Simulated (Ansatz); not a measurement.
CH3F3O3Sn, SMILES [OH][Sn]([OH])([OH])[C](F)(F)F (connectivity only; charge and spin as stated), charge -1, multiplicity 2. Atoms are numbered in the order given.

```xyz
11

O     -2.3920    -0.7992    -0.8791
Sn    -0.4110    -0.1247    -0.5314
O     -0.6540     1.8998    -0.3230
O     -0.7036    -0.7013     1.4027
C      1.9308    -0.1667    -0.0843
F      2.6549     0.3696    -1.1042
F      2.3174     0.5034     1.0237
F      2.4095    -1.4303     0.0641
H     -2.6255    -0.6632    -1.8019
H     -0.8732     2.0553     0.6021
H     -1.6183    -0.9977     1.4454
```
Charge -1, spin multiplicity 2.

Geometry optimised at PBE0-D3(BJ)/def2-SVPD. The def2 effective core potentials stand for the cores of Sn; spin–orbit coupling is left out. Other conformers were not sampled.

Two levels are set side by side: PBE-D3(BJ)/def2-SVPD (Ansatz, a first-principles code) and PBE0-D3(BJ)/def2-SVPD (Ansatz). Each level has its own optimised geometry; the coordinates shown are those of the second. Differences are taken from unrounded values.

| quantity | PBE0-D3(BJ) |
|---|---|
| mean bond length (Å) | 1.555 |
| bond O1–Sn2 (Å) | 2.121 |
| bond Sn2–O3 (Å) | 2.050 |
| bond Sn2–O4 (Å) | 2.039 |
| bond Sn2–C5 (Å) | 2.384 |
| bond C5–F6 (Å) | 1.361 |
| bond C5–F7 (Å) | 1.351 |
| bond C5–F8 (Å) | 1.359 |
| bond O1–H9 (Å) | 0.962 |
| bond O3–H10 (Å) | 0.963 |
| bond O4–H11 (Å) | 0.963 |

Problem. What does PBE-D3(BJ) give, and how far is it from PBE0-D3(BJ)? (Estimate from the structure and the level; the computed values follow.)

Solution. 
```csv
quantity,PBE-D3(BJ),PBE-D3(BJ) minus PBE0-D3(BJ)
mean bond length (Å),1.584,0.028
bond O1–Sn2 (Å),2.167,0.046
bond Sn2–O3 (Å),2.090,0.041
bond Sn2–O4 (Å),2.073,0.034
bond Sn2–C5 (Å),2.447,0.062
bond C5–F6 (Å),1.382,0.021
bond C5–F7 (Å),1.371,0.019
bond C5–F8 (Å),1.380,0.021
bond O1–H9 (Å),0.974,0.013
bond O3–H10 (Å),0.976,0.013
bond O4–H11 (Å),0.975,0.012
```

GGA bonds tend to be longer and softer than those of functionals with exact exchange. Differences between two approximate levels are no errors against the true value.
